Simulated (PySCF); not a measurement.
`c1([N+]#[C-])ccccc1`. Computed geometry: GFN2-xTB, gas phase.

```
atom  x, y, z in Å
C1     3.5840    0.0608   -0.0168
N2     2.4168    0.0442   -0.0117
C3     1.0558    0.0201   -0.0058
C4     0.3888   -1.2022    0.0212
C5    -0.9928   -1.2191    0.0279
C6    -1.7060   -0.0310    0.0076
C7    -1.0370    1.1825   -0.0212
C8     0.3444    1.2171   -0.0278
H9     0.9580   -2.1196    0.0367
H10   -1.5158   -2.1635    0.0482
H11   -2.7853   -0.0507    0.0130
H12   -1.5949    2.1069   -0.0384
H13    0.8796    2.1549   -0.0506
```

Which two atoms are farthest apart?

C1···H11, 6.37 Å; the next longest distance is 5.57 Å.

How far apart are these pairs, which share no bond: C1···C3, N2···C4, C3···H12, C4···H12, C6···H9, C6···H12, H10···H12?

C1···C3 2.529 Å (2 bonds apart); N2···C4 2.381 Å (2 bonds apart); C3···H12 3.374 Å (3 bonds apart); C4···H12 3.859 Å (4 bonds apart); C6···H9 3.385 Å (3 bonds apart); C6···H12 2.141 Å (2 bonds apart); H10···H12 4.272 Å (4 bonds apart).

What are the angles N2–C3–C4, C4–C5–C6, C5–C6–H11, C3–C8–H13?

From the scalar product of the two bond vectors; for N2–C3–C4 it is -0.9374 Å² over 1.3612 × 1.3927 Å², cos θ = -0.4945. N2–C3–C4 119.6°; C4–C5–C6 120.3°; C5–C6–H11 119.9°; C3–C8–H13 119.6°.

Give the dihedral angles H10–C5–C6–C7, C4–C5–C6–C7, N2–C3–C4–H9, H11–C6–C7–C8, H10–C5–C6–H11.

H10–C5–C6–C7 180° (antiperiplanar); C4–C5–C6–C7 0° (synperiplanar); N2–C3–C4–H9 0° (synperiplanar); H11–C6–C7–C8 180° (antiperiplanar); H10–C5–C6–H11 0° (synperiplanar). Dihedral signs follow IUPAC: positive where, seen along the central bond, the front bond turns clockwise onto the rear one.

Write the matrix of distances between heavy atoms (Å, lower triangle).

```
C1    0.000
N2    1.167  0.000
C3    2.529  1.361  0.000
C4    3.436  2.381  1.393  0.000
C5    4.753  3.636  2.394  1.382  0.000
C6    5.291  4.124  2.762  2.400  1.386  0.000
C7    4.755  3.637  2.394  2.779  2.403  1.386  0.000
C8    3.440  2.381  1.393  2.420  2.780  2.401  1.382  0.000
```

The point group is C2v within 0.08 Å; differences among equivalent distances and angles are scatter left by the optimiser. No frequency check.
